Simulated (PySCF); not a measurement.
PbBr, SMILES [Br][Pb+] (connectivity only; charge and spin as stated), charge +1, multiplicity 1. Atoms are numbered in the order given.

```xyz
2

Pb     0.0000     0.0000    -0.7513
Br     0.0000     0.0000     1.7602
```
Charge +1, spin multiplicity 1.

Coordinates come from a B3LYP-D3(BJ)/def2-TZVP optimisation. The spin state was assumed, not searched. The def2 effective core potentials stand for the cores of Pb; spin–orbit coupling is left out.

These are PySCF with HF/def2-TZVPD values and carry that method's errors.

```json
{
  "total_energy": "-2764.07458 hartree",
  "point_group": "C∞v",
  "highest_occupied_level": "-16.43 eV",
  "lowest_empty_level": "-5.94 eV",
  "orbital_gap": "10.49 eV",
  "dipole_moment_about_the_centre_of_nuclear_charge": "4.56 D",
  "mean_static_polarisability": "49.8 bohr³ (7.37 Å³)",
  "polarisability_principal_values": "37.9, 37.9, 73.4 bohr³"
}
```
